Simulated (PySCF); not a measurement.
Compound: CH13NOSi4.
Geometry (PBE0-D3(BJ)/def2-SVP, Å), atoms numbered from 1 in this order:
```xyz
20
CH13NOSi4 angstrom
C     -1.7225    2.2972    0.3061
O     -1.3681    1.1524    1.0301
Si    -0.3377   -0.0199    0.4052
Si    -1.1009   -0.9139   -1.6398
Si    -0.2316   -1.7390    1.9887
Si     1.8358    0.7280   -0.1004
N      2.4958   -0.6229   -0.9779
H     -2.3938    2.9133    0.9235
H     -0.8428    2.9129    0.0388
H     -2.2556    2.0481   -0.6315
H     -2.5779   -1.1603   -1.5933
H     -0.8150    0.0055   -2.7853
H     -0.4151   -2.2195   -1.8880
H     -1.5458   -2.4322    2.1539
H      0.2254   -1.2257    3.3164
H      0.7717   -2.7409    1.4999
H      1.8082    1.8943   -1.0393
H      2.5984    1.1783    1.1156
H      2.4906   -1.5427   -0.5497
H      3.3300   -0.5003   -1.5419
```

Computed, not measured: TDDFT CAM-B3LYP/def2-SVPD, vertical, gas phase, core orbitals frozen in the response (PySCF).

Transition dipole moments from the ground state, in atomic units and in the frame of the coordinates above (overall signs are arbitrary), for the states with f of 0.002 or more among the lowest 8:

```
state  E (eV)      μx      μy      μz
   S1   5.162   0.195   0.223  -0.091
   S2   5.704   0.085  -0.252   0.328
   S4   6.302  -0.371  -0.265  -0.046
   S5   6.349   0.266   0.266  -0.423
   S6   6.721   0.460   0.183   0.802
   S7   6.776  -0.185   0.150  -0.083
   S8   6.944   0.085   0.205  -0.252
```

Task: What oscillator strength does each state have?

Result: f = (2/3) ΔE |μ|² with ΔE in hartree (27.2114 eV).

```csv
state,|μ|² (au),|μ| (D),f
S1,0.096,0.79,0.012
S2,0.178,1.07,0.025
S4,0.210,1.16,0.032
S5,0.321,1.44,0.050
S6,0.888,2.39,0.146
S7,0.064,0.64,0.011
S8,0.112,0.85,0.019
```

Task: Which bond between heavy atoms lies closest to the direction of the S6 transition dipole?

Result: Si3–Si4, at 14° from it; next Si3–Si5 at 63°.

Task: What angle do the transition dipoles of S1 and S7 make?

Result: |cos θ| = |μa·μb| / (|μa| |μb|) = 0.07, so θ ≈ 86° (taken between 0 and 90°, since the signs are arbitrary).

Task: How is the summed strength of these states shared among x, y and z?

Result: (2/3) Σ ΔE μα² gives 0.080 for x, 0.053 for y and 0.162 for z, 0.295 in all.

The vertical ionisation energy (ΔSCF) is 8.81 eV, 1.86 eV above S8.

The run took 13 min of wall time on Intel Xeon at 2.70 GHz, one thread (shared host), and the process peaked at 1.3 GiB of memory.

One conformer stands for the species.
